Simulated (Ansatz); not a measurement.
From Ge(CH3)4 to GeCl4: predicting a member

Gas-phase molecules. On one Ge centre, n of the CH3 ligands are replaced by Cl. The HOMO–LUMO gap y in eV at wB97M-V/def2-TZVPP. Shapes: PBE0-D4/def2-TZVP. Programs: Ansatz 0.2.0.

| molecule | n | y (eV) |
| --- | --- | --- |
| Ge(CH3)4 | 0 | 12.48 |
| Ge(CH3)3Cl | 1 | 12.52 |
| Ge(CH3)2Cl2 | 2 | ? |
| Ge(CH3)Cl3 | 3 | 12.38 |
| GeCl4 | 4 | 11.79 |

Q: Fit y = c + s·n to the known rows and predict Ge(CH3)2Cl2.

A: 
1. Means of the 4 rows: n = 2.00000, y = 12.293.
2. Σ(Δn)² = 10, Σ(Δn·Δy) = -1.52, so the slope is -1.52/10 = -0.152.
3. Intercept: 12.293 − (-0.152) × 2.00000 = 12.597. The largest residual of the fit is 0.24.
4. Ge(CH3)2Cl2: 12.597 + (-0.152) × 2 = 12.29 eV.

The run gave 12.68 eV, so the prediction is off by -0.39 eV, more than the largest residual. The steps per swap are uneven (+0.04, +0.16, -0.30, -0.59), so a line is a poor model. Other levels give for Ge(CH3)2Cl2: r2SCAN0-D4/def2-TZVPP 8.92; wB97X-V/def2-TZVPP 13.08 eV. Orbital gaps aren't excitation energies, and the LUMO depends on the basis. Relativity is left out for Ge. The series isn't monotonic at this level.
